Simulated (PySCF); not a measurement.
Working out the ionisation energy of Hg

Hg [Xe] 4f14 5d10 6s2 (1S) → Hg⁺ [Xe] 4f14 5d10 6s1 (2S). Computed with PySCF 2.14 in aug-cc-pwCVDZ-PP with ECP60MDF (6s6p5d3f, 70 functions), with a scalar-relativistic core potential. Frozen: nothing. Energies in hartree (1 hartree = 27.21139 eV):

```csv
part,Hg (lower),Hg⁺ (upper)
UHF,-152.539934,-152.227877
CCSD correlation,-0.573372,-0.513294
(T),-0.016686,-0.011758
```

Problem. What does Hartree-Fock give?

Solution. (-152.227877) − (-152.539934) = 0.312057 hartree = 8.492 eV.

Problem. What do CCSD and CCSD(T) give?

Solution. The CCSD correlation energies differ by 0.060078 hartree = 1.635 eV and the triples by 0.004928 hartree = 0.134 eV, so CCSD gives 10.127 eV and CCSD(T) 10.261 eV.

Measured between the centres of the two terms (NIST): 10.438 eV, so CCSD(T) (valence and next inner shell) is off by -0.177 eV.

A double-zeta basis recovers only part of the correlation energy.

What remains against the reference includes basis incompleteness and higher excitations.
